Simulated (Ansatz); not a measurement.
`B[S][GaH][SiH3]` + HCl → `[SiH3][GaH][Cl]` + `BS` at 298.15 K and 1 bar (ligand exchange at a Ga–S bond).

Isolated molecules relaxed with PBE0-D4/def2-TZVP in Ansatz; ΔE leaves out vibrations. CCSD(T)/CBS adds triple-zeta CCSD(T) − MP2 to the extrapolated MP2 energy (def2 sets, frozen cores). This one scheme is used for every species. For Ga outer-core shells are correlated without core-valence functions, which leaves a few kJ/mol of doubt a bond. Scalar relativity is left out up to krypton. Each species was taken in one conformer, which may not be the lowest.

```csv
species,CCSD(T)/CBS energy (Eh),H − E (kJ/mol),S (J/(mol·K))
`B[S][GaH][SiH3]`,-2639.22992,166.4,375.9
HCl,-460.38127,26.6,186.8
`[SiH3][GaH][Cl]`,-2675.24391,103.9,345.4
`BS`,-424.38198,90.6,245.0
```

H − E and S are ideal-gas, rigid-rotor, harmonic terms from PBE0-D4/def2-TZVP, for one conformer and one mirror image of each species. 1 Eh = 2625.50 kJ/mol, R = 8.31446 J/(mol·K).

By hand: ΔE, ΔH, ΔS and ΔG.

ΔE = (-2675.24391) + (-424.38198) − (-2639.22992) − (-460.38127) = -0.01470 Eh = -38.6 kJ/mol. Δ(H − E) = 103.9 + 90.6 − 166.4 − 26.6 = 1.5, so ΔH = -37.1 kJ/mol. ΔS = 345.4 + 245.0 − 375.9 − 186.8 = 27.7 J/(mol·K). ΔG = -37.1 − 298.15 × (27.7)/1000 = -45.4 kJ/mol.

By hand: the equilibrium constant, and the temperature at which ΔG would vanish if ΔH and ΔS stayed fixed.

log₁₀ K = −ΔG/(RT ln 10) = 8.0. ΔH and −TΔS have one sign here, so there is no such temperature.

ΔH outweighs TΔS. A doubt of 5 kJ/mol in ΔE shifts log₁₀ K by 0.9 here. Other conformers and mirror images would add mixing entropy, several J/(mol·K) or more a flexible species. Modes under 60 cm⁻¹, often nearly free rotors, make the harmonic entropy too high. These are equilibria of isolated gas molecules and say nothing of rates. Largest T1 diagnostic: 0.015 (customary marks: 0.02 for closed shells, 0.045 for open ones).
